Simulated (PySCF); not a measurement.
How methods differ on the ionisation energy of Ti

Ti [Ar] 3d2 4s2 (3F) → Ti⁺ [Ar] 3d2 4s1 (4F), as a difference of total energies. All numbers are calculated (PySCF 2.14, no relativity, point nucleus, in def2-SVP). Correlated levels: valence: [Ar] frozen. The calculations carry no spin-orbit coupling.

```csv
method,ionisation energy (eV),difference from reference (eV)
UHF,5.529,-1.299
TPSS,6.528,-0.300
PBE,6.656,-0.172
MP2 (valence),6.134,-0.694
SCS-MP2 (valence),6.252,-0.576
```

Reference: 6.828 eV (measured; NIST levels, between the centres of gravity of the two terms).

These non-relativistic numbers lack the scalar-relativistic shift.

Errors of the correlated levels include the incompleteness of this basis and the frozen core.

MP2 underrates the near-degeneracy of ns² with np² in the lower species.
